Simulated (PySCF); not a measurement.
PySCF input for W(O)(S)(OH)(NH2) (H3NO2SW), SMILES [NH2][W]([OH])(=[O])=[S], multiplicity 1, PBE-D3(BJ)/def2-SVP. Geometry optimised at PBE-D3(BJ)/def2-SVP. The multiplicity is an assumed one; no other spin state was optimised. The structure was generated by enumeration; whether it is a known compound was not checked. The def2 effective core potentials stand for the cores of W; spin–orbit coupling is left out. Other conformers were not sampled.

```python
import numpy as np
from pyscf import gto, scf, dft, df
from pyscf.hessian import thermo

mol = gto.M(
    atom='''
    W    -0.00985442    0.16098662    0.02399870
    O     1.12624626    1.07385109    0.94319793
    S     0.61123786   -1.90137806   -0.20496458
    O    -0.20831717    0.99094236   -1.67868342
    H    -0.35972644    0.49110226   -2.50207107
    N    -1.67910881    0.17200044    1.02126750
    H    -1.90107306    0.87161469    1.73731987
    H    -2.37945005   -0.57602811    1.00329210
    ''',
    basis='def2-SVP',
    ecp={'W': 'def2-svp'},
    charge=0,
    spin=0,
    max_memory=1600,
    verbose=3,
)
mf = dft.RKS(mol, xc='pbe').density_fit(auxbasis='def2-universal-jkfit')
mf.disp = 'd3bj'
mf.grids.level = 3
mf.conv_tol = 1e-11
mf.max_cycle = 100
mf.kernel()

# [left out here: the lines that compute and print the analytic Hessian (its translational invariance restored by hand, since the grid's response is missing), thermochemistry and intensities]
```

It prints:

```
converged SCF energy = -671.865565430375

WARN: DFTD3 does not support analytical Hessian, using finite difference


WARN: Mole.unit (angstrom) is changed to Bohr

Mode                                 0                   1                   2
Irrep
Freq [cm^-1]                      164.0366            179.0741            199.8168
Reduced mass [au]                   2.9300              4.4680              3.9550
Force const [Dyne/A]                0.0465              0.0844              0.0930
Char temp [K]                     236.0122            257.6478            287.4919
Normal mode                   x     y     z       x     y     z       x     y     z
       0   W                 0.01  0.01 -0.01   -0.01 -0.01 -0.02    0.00 -0.02  0.01
       1   O                -0.01  0.03 -0.01   -0.02 -0.06  0.03    0.03  0.00 -0.05
       2   S                -0.06 -0.03  0.06    0.04 -0.00  0.07    0.05 -0.01  0.00
       3   O                -0.02  0.08  0.03    0.01  0.11  0.03   -0.07  0.08  0.07
       4   H                -0.40  0.15  0.06    0.24  0.23 -0.09   -0.24  0.14  0.06
       5   N                 0.01 -0.12 -0.03    0.05  0.03  0.08   -0.06  0.11 -0.10
       6   H                -0.14 -0.07 -0.13    0.17  0.00  0.14   -0.10  0.22 -0.22
       7   H                 0.14 -0.25  0.05    0.00  0.07  0.11   -0.07  0.12 -0.03
Mode                                 3                   4                   5
Irrep
Freq [cm^-1]                      208.3182            243.1262            262.4119
Reduced mass [au]                   5.5892              6.3800              1.6283
Force const [Dyne/A]                0.1429              0.2222              0.0661
Char temp [K]                     299.7235            349.8045            377.5523
Normal mode                   x     y     z       x     y     z       x     y     z
       0   W                 0.02  0.01 -0.01   -0.01  0.01  0.00    0.00 -0.01  0.01
       1   O                -0.04 -0.02  0.11    0.14 -0.13 -0.04    0.01  0.09 -0.09
       2   S                -0.02 -0.01  0.01    0.02  0.03  0.03   -0.03 -0.02 -0.01
       3   O                -0.17 -0.03 -0.00   -0.02 -0.02 -0.01   -0.02  0.04  0.04
       4   H                 0.21 -0.06 -0.05    0.12 -0.01 -0.04    0.74  0.07 -0.12
       5   N                 0.01  0.02 -0.05   -0.05 -0.06 -0.05   -0.01 -0.04 -0.02
       6   H                 0.08 -0.10  0.08   -0.11 -0.19  0.06   -0.10 -0.01 -0.07
       7   H                -0.07  0.10 -0.21   -0.01 -0.09 -0.17    0.03 -0.07 -0.04
Mode                                 6                   7                   8
Irrep
Freq [cm^-1]                      350.0413            455.2909            525.1885
Reduced mass [au]                   1.1849              1.2507             11.8530
Force const [Dyne/A]                0.0855              0.1527              1.9262
Char temp [K]                     503.6315            655.0623            755.6294
Normal mode                   x     y     z       x     y     z       x     y     z
       0   W                 0.00  0.00 -0.00    0.00 -0.00  0.00   -0.01  0.03  0.00
       1   O                 0.01 -0.05  0.06   -0.00  0.01 -0.00    0.01 -0.02  0.01
       2   S                -0.00  0.03 -0.01   -0.00  0.00 -0.00    0.05 -0.15 -0.01
       3   O                -0.03 -0.02 -0.02    0.00  0.00  0.00   -0.00  0.01 -0.02
       4   H                 0.19 -0.07 -0.03    0.03 -0.04  0.02    0.05 -0.14  0.06
       5   N                 0.01 -0.00  0.01   -0.07  0.06 -0.08   -0.00  0.01  0.01
       6   H                -0.20  0.41 -0.46    0.31 -0.30  0.40   -0.11  0.00 -0.02
       7   H                 0.24 -0.23  0.51    0.32 -0.32  0.48    0.10 -0.09  0.02
Mode                                 9                  10                  11
Irrep
Freq [cm^-1]                      560.0370            639.5628            696.5374
Reduced mass [au]                   1.3364              1.2650              5.0963
Force const [Dyne/A]                0.2470              0.3049              1.4568
Char temp [K]                     805.7685            920.1885           1002.1622
Normal mode                   x     y     z       x     y     z       x     y     z
       0   W                 0.00 -0.01  0.00    0.00 -0.01 -0.00    0.02  0.00 -0.02
       1   O                -0.00 -0.00 -0.01   -0.02 -0.01  0.00   -0.01  0.00  0.01
       2   S                -0.01  0.02  0.01   -0.00  0.02 -0.00   -0.00 -0.00  0.00
       3   O                -0.01  0.11 -0.05   -0.00  0.01 -0.01   -0.00 -0.02  0.05
       4   H                 0.07 -0.73  0.43   -0.02 -0.02  0.00    0.01 -0.09  0.09
       5   N                 0.01 -0.01 -0.00    0.03  0.10  0.04   -0.19  0.00  0.12
       6   H                 0.04  0.01 -0.01   -0.57 -0.19  0.12   -0.24 -0.00  0.11
       7   H                -0.05  0.05 -0.02    0.45 -0.29 -0.35   -0.21  0.02  0.11
Mode                                12                  13                  14
Irrep
Freq [cm^-1]                      699.0998            972.5367           1453.3880
Reduced mass [au]                   5.1231             16.6213              1.1210
Force const [Dyne/A]                1.4752              9.2625              1.3951
Char temp [K]                    1005.8490           1399.2637           2091.1017
Normal mode                   x     y     z       x     y     z       x     y     z
       0   W                 0.01 -0.01  0.02    0.01  0.01  0.01    0.00  0.00 -0.00
       1   O                 0.00  0.01 -0.00   -0.16 -0.13 -0.13    0.00 -0.00 -0.00
       2   S                -0.00 -0.00 -0.00   -0.00  0.00 -0.00    0.00  0.00 -0.00
       3   O                -0.02  0.07 -0.19   -0.00 -0.01  0.00    0.00  0.00 -0.00
       4   H                -0.04  0.22 -0.28    0.01  0.02 -0.01   -0.00 -0.00  0.00
       5   N                -0.06 -0.00  0.03    0.00 -0.01 -0.01   -0.07 -0.00  0.05
       6   H                -0.05  0.00  0.03    0.02  0.01 -0.03    0.55  0.35 -0.14
       7   H                -0.09  0.02  0.05   -0.01  0.01  0.02    0.32 -0.33 -0.48
Mode                                15                  16                  17
Irrep
Freq [cm^-1]                     3469.3199           3569.6757           3744.7465
Reduced mass [au]                   1.0486              1.0965              1.0670
Force const [Dyne/A]                7.4363              8.2321              8.8160
Char temp [K]                    4991.5789           5135.9686           5387.8564
Normal mode                   x     y     z       x     y     z       x     y     z
       0   W                -0.00  0.00  0.00   -0.00 -0.00 -0.00   -0.00  0.00 -0.00
       1   O                -0.00 -0.00 -0.00   -0.00 -0.00 -0.00   -0.00 -0.00 -0.00
       2   S                -0.00  0.00  0.00    0.00 -0.00 -0.00   -0.00  0.00 -0.00
       3   O                -0.00 -0.00 -0.00   -0.00  0.00  0.00    0.01  0.03  0.05
       4   H                 0.00  0.00  0.01    0.00 -0.00 -0.00   -0.15 -0.48 -0.82
       5   N                 0.04  0.00 -0.03   -0.02 -0.07 -0.03    0.00  0.00 -0.00
       6   H                -0.14  0.49  0.49   -0.15  0.44  0.46   -0.00  0.00  0.00
       7   H                -0.45 -0.50 -0.03    0.47  0.50  0.01   -0.00 -0.00 -0.00
temperature 298.1500 [K]
pressure 101325.00 [Pa]
Rotational constants [GHz] 3.18577 2.15287 1.98284
Symmetry number 1
Zero-point energy (ZPE) 0.04190 [Eh]   110009.836 [J/mol]
                           tot       elec      trans        rot        vib
Entropy [J/mol/K]       363.306      0.000    178.331    115.312     69.663
Cv [J/mol/K]            105.642      0.000     12.472     12.472     80.698
Cp [J/mol/K]            113.956      0.000     20.786     12.472     80.698
Internal energy [J/mol]                      3718.434   3718.434 122379.507
Internal energy [Eh]   -671.81612  -671.86557
Enthalpy [J/mol]                             6197.391   3718.434 122379.507
Enthalpy [Eh]          -671.81518
Gibbs free energy [J/mol]                  -46972.039 -30661.748 101609.581
Gibbs free energy [Eh] -671.85643
mode   freq/cm-1   IR/(km/mol)
   1      164.04         9.940
   2      179.07        13.045
   3      199.82         8.646
   4      208.32        24.076
   5      243.13         1.497
   6      262.41        51.881
   7      350.04        19.394
   8      455.29       195.824
   9      525.19        18.451
  10      560.04       187.305
  11      639.56         8.650
  12      696.54        73.430
  13      699.10        41.345
  14      972.54       117.082
  15     1453.39        34.424
  16     3469.32       121.777
  17     3569.68        52.567
  18     3744.75       195.641
max |gradient| / (hartree/bohr): 9.418457731061688e-05
APT charges: [ 1.6935 -0.5818 -0.4576 -0.7484  0.3379 -0.6606  0.2102  0.2069]
```

Self-consistency was reached.

Cost: around 90 core-seconds (rough).
